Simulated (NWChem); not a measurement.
# BHBrCl; SMILES B(Cl)Br

```xyz
4

B     -0.7471    -0.5889     0.0000
H     -1.9451    -0.6505     0.0028
Cl     0.1934    -2.0488    -0.0002
Br     0.0874     1.1135    -0.0002
```
Atoms are numbered in this order, from 1.

All runs: NWChem. STO-3G and 3-21G are far too small for this property and stand as cheap habits. The geometry was optimised at PBE0/def2-SVP. GIAO values for the isolated, static molecule; σ is the absolute isotropic shielding, δ = σ(reference) − σ with the isolated reference molecule computed at the same levels (11B: boron trifluoride, 1H: tetramethylsilane). Spin-orbit effects, on the heavy nuclei and on their neighbours, are missing.

For level BHandHLYP/pcSseg-1:

```
Quantity     Result
-----------  ------
δ B1 (ppm)     58.3
δ H2 (ppm)     6.74
σ Cl3 (ppm)   643.3
σ Br4 (ppm)  2077.3
```

**Question.** How do the values read with level Hartree-Fock/STO-3G instead?

**Answer.** 
- δ B1 (ppm) = 65.6
- δ H2 (ppm) = 6.90
- σ Cl3 (ppm) = 1005.3
- σ Br4 (ppm) = 2818.2
